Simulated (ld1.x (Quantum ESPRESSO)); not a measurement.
## phosphorus: excitation energies, all-electron against TM

phosphorus (P), norm-conserving Troullier–Martins (Kleinman–Bylander form), made with ld1.x (Quantum ESPRESSO) 7.5 (PW91, scalar-relativistic). Core [Ne], reference 3s2 3p3. Waves: 3s (bound): rc 1.20 bohr; 3p (bound): rc 1.60 bohr. Local part: the p channel. Core correction: Bessel-smoothed model core inside 0.80 bohr.

Energies are relative to the spin-unpolarised reference configuration 3s2 3p3; without spin polarisation the order of configurations can differ from experiment. The frozen-core shift is the all-electron ΔE with the core orbitals held at their reference shape minus the fully relaxed ΔE.

| valence configuration | charge | ΔE all-electron (eV) | error AE − PS (meV) | frozen-core shift (meV) |
| --- | --- | --- | --- | --- |
| 3s2 3p1 | +2 | 28.983 | +19 | +9.8 |
| 3s2 3p0 | +3 | 58.804 | +65 | +43 |
| 3s1 3p0 | +4 | 110.898 | +138 | +145 |
| 3s1 3p3 | +1 | 18.901 | +2.1 | +2.8 |
| 3s2 3p2.5 | +0.5 | 3.797 | +0.3 | +0.2 |

(1) What are ΔE and the potential's error for 3s2 3p2?

(2) What are ΔE and the potential's error for 3s1 3p4?

Levels in the configuration 3s1 3p3:

```tsv
level	all-electron (eV)	pseudo (eV)
3s	-24.034	-24.027
3p	-14.861	-14.852
```

## Answers

(1) ΔE = 9.776 eV all-electron; the error (AE − PS) is +2.4 meV.

(2) ΔE = 8.540 eV all-electron; the error (AE − PS) is -2.5 meV.
